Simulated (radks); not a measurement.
Polarisability of the niobium ion Nb+, [Kr] 4d4, at imaginary frequency. Method: non-relativistic Kohn-Sham, LDA (Slater exchange, Perdew-Wang correlation), spin-unpolarised, spherical densities, point nucleus; relativity is left out, which matters for an element this heavy; computed with a radial shooting solver on a logarithmic mesh with Libxc functionals. Response by self-consistent Sternheimer equations with the Hartree and adiabatic LDA kernel.

w (hartree)  alpha1(iw) (bohr^3)
0.00266                    28.39
0.0143                     28.25
0.0360                     27.52
0.0697                     25.50
0.118                      21.99
0.186                      17.81
0.280                      13.88
0.413                      10.49
0.605                      7.608
0.892                      5.201
1.35                       3.249
2.12                       1.765
3.59                      0.7875
6.94                      0.2756
17.5                     0.06559

Static values: alpha1 = 28.40 bohr^3 (4.208 angstrom^3; uncoupled 41.02). C6 = 182.7, triple-dipole C9 = 3327 atomic units. One-pole (London) frequency 4 C6 / (3 alpha1^2) = 0.302 hartree, against 0.356 for minus the highest occupied eigenvalue. The dipole shielding factor is 0.976, as the force sum rule N/Z = 0.976 demands.
